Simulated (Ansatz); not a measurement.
Input file for Ansatz (a first-principles code): R-PBE/def2-TZVPP on F2GaHO (SMILES [OH][Ga]([F])[F]), a point of a torsion scan.

Ansatz 0.2 input:
```yaml
crystal:
  periodic: [false, false, false]
  atoms:
    - {symbol: O, position_ang: [1.22105450, -0.35584853, -0.34809294]}
    - {symbol: Ga, position_ang: [-0.44904944, -0.00566744, -0.08174007]}
    - {symbol: F, position_ang: [-1.65301808, -1.24638441, -0.04562485]}
    - {symbol: F, position_ang: [-0.99021060, 1.61988580, 0.20770108]}
    - {symbol: H, position_ang: [1.85667255, -0.11223822, 0.32856466]}
basis:
  gaussian:
    orbitals: def2-TZVPP
hamiltonian:
  xc: {name: PBE}
scf: {lower_state_search: off}
```

It printed:

```
WARN ansatz: RAYON_NUM_THREADS=1 ignored (pool sized by the plan → 1); use --threads N
Functional definition: PBE
these checks for a lower state are left out or cut short: stability, starts, cluster_reference, orbital_swaps, neighbouring_geometries, increment
integrals: 0.06 GiB planned
890 factors; their error is unknown
mean field: 0.45 GiB planned
mean field evaluation 1: about -59854.0942 eV, gradient 9.2e1 eV
mean field evaluation 2: about -59776.9082 eV, gradient 2.2e2 eV
mean field evaluation 4: about -59864.9018 eV, gradient 3.0e1 eV
mean field evaluation 8: about -59866.2323 eV, gradient 1.2e-1 eV
mean field evaluation 16: about -59866.2159 eV, gradient 3.2e-5 eV
mean field -59866.21593551 eV, -2200.0428568514 hartree, gradient 7.8e-6 eV, S^2 0.000000; 0 other end points of the search recorded, 0 dependent functions left out
reference -59866.21597085 eV, -2200.0428581499 hartree; 29, 29 occupied and 126, 126 virtual orbitals, 890 factors
Total energy: -59866.21597085 eV, -2200.0428581499 hartree
Checks for a lower state left out: stability, starts, cluster_reference, orbital_swaps, neighbouring_geometries, increment
```

The calculation finished and met its thresholds.

Cost: very roughly 1.4 core-seconds.
